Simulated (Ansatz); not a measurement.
Calculated with Ansatz (gas phase, PBE0-D4/def2-TZVP geometries, no zero-point term in ΔE). CCSD(T)/CBS is the MP2 limit (def2-TZVPP, def2-QZVPP) plus CCSD(T) − MP2 in def2-TZVPP, frozen cores. DFT in def2-TZVPP. B3LYP here is the variant with VWN-RPA as its local correlation; programs differ in this. For Ge outer-core shells are correlated without core-valence functions, which leaves a few kJ/mol of doubt a bond. Scalar relativity is left out up to krypton. Each species was taken in one conformer, which may not be the lowest.

Reaction (redistribution): `BO[SiH2]C#C` + `C=[C]([AlH2])[GeH3]` → `C#C[SiH2][AlH2]` + `BO[C](=C)[GeH3]`

`BO[SiH2]C#C`:

```xyz
10

B    -0.523   -0.632   -2.058
O     0.392   -0.455   -1.085
Si    0.561    0.724    0.062
C     0.176    0.019    1.693
C    -0.079   -0.425    2.785
H    -1.406    0.173   -2.208
H    -0.422   -1.600   -2.757
H     1.970    1.173    0.040
H    -0.366    1.845   -0.221
H    -0.304   -0.821    3.749
```

`C=[C]([AlH2])[GeH3]`:

```xyz
11

C     0.257    0.363   -1.514
C     0.150    0.100   -0.205
Al    1.668    0.587    0.905
Ge   -1.483   -0.728    0.450
H    -0.527    0.136   -2.239
H     1.149    0.826   -1.941
H     2.911    1.254    0.175
H     1.661    0.328    2.471
H    -2.455   -0.958   -0.726
H    -2.160    0.172    1.501
H    -1.171   -2.079    1.122
```

`C#C[SiH2][AlH2]`:

```xyz
9

C     1.265   -1.970    0.707
C     0.945   -0.806    0.671
Si    0.342    0.916    0.503
Al   -1.452    0.655   -1.156
H     1.564   -2.992    0.753
H     1.483    1.767    0.069
H    -0.101    1.386    1.844
H    -2.927    0.305   -0.684
H    -1.120    0.740   -2.706
```

`BO[C](=C)[GeH3]`:

Cartesian coordinates in Å:
```
B 1.670 1.272 -0.020
O 0.510 1.164 0.656
C -0.433 0.183 0.445
C -1.526 0.211 1.197
Ge -0.175 -1.207 -0.919
H 2.382 2.181 0.283
H 1.953 0.483 -0.878
H -1.666 0.981 1.949
H -2.298 -0.535 1.073
H 1.071 -2.054 -0.625
H -0.054 -0.596 -2.323
H -1.433 -2.084 -0.838
```

(1) Is it downhill or uphill in electronic energy at CCSD(T)/CBS, and by how much? (Best estimate.)

(2) What do these levels give: PBE-D4, B3LYP-D4, ωB97X-V, ωB97M-V, B2PLYP, PBE0, B3LYP, MP2/def2-TZVPP, CCSD/def2-TZVPP, HF/def2-QZVPP, MP2/CBS(def2), CCSD/CBS(def2)? (An estimate is asked.)

Largest T1 diagnostic among the species: 0.014.

Results:

(1) Computed: Uphill: ΔE = +40.3 kcal/mol.

(2) Computed: PBE-D4 31.1, B3LYP-D4 38.0, ωB97X-V 37.7, ωB97M-V 40.0, B2PLYP 40.4, PBE0 34.1, B3LYP 38.1, MP2/def2-TZVPP 43.3, CCSD/def2-TZVPP 40.6, HF/def2-QZVPP 45.9, MP2/CBS(def2) 43.9, CCSD/CBS(def2) 41.3 kcal/mol.

In def2-TZVPP, CCSD(T) changes the Hartree–Fock value by −5.7 kcal/mol (the triples alone add −0.9 kcal/mol) and MP2 by −2.1 kcal/mol. From PBE to PBE0 (25 % exact exchange), in def2-TZVPP and without D4, ΔE moves by +2.9 kcal/mol.
